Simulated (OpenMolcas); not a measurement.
Ag5+ (d6) among equal point charges was computed by CASSCF with the d shell active (OpenMolcas, ANO-RCC-VDZP on the metal). Its lowest spin-free states, and all those of the highest spin:

```csv
2S+1,Degeneracy,E (cm-1)
5,2,0.0
5,1,2710
5,2,3561
3,1,23352
3,1,23353
3,2,23745
3,2,23788
3,2,24057
3,1,24072
3,2,26186
3,2,27039
3,1,27270
```

Q: Is the site octahedral, tetrahedral or cube-like, axial, or of lower symmetry?

A: The states with 2S+1 = 5 have orbital degeneracies 2, 1, 2. There are pairs but no triples, so the site is axial: not cubic, but with a proper or improper axis of order three or more. The run had Ag5+ among 6 point charges of -1.5 e arranged as a trigonal prism (D3h), 2.2 Å from the ion.

An orbital doublet at a regular site is open to a Jahn-Teller distortion, which this geometry leaves out. Without dynamic correlation the repulsion within the d shell is too large (B by tens of per cent), so at a given field states of lower spin stand too high. Point charges give a weaker field than real ligands, and real ions of this kind are as a rule low spin; the high spin found here belongs to the model. The ground term spreads over less than 5000 cm-1, several times less than with real ligands, so orbital moments are less quenched and χT lies further from the spin-only value than at real sites. Point charges carry no covalency, so the field is a model and not that of real ligands. No measured value stands beside these numbers.
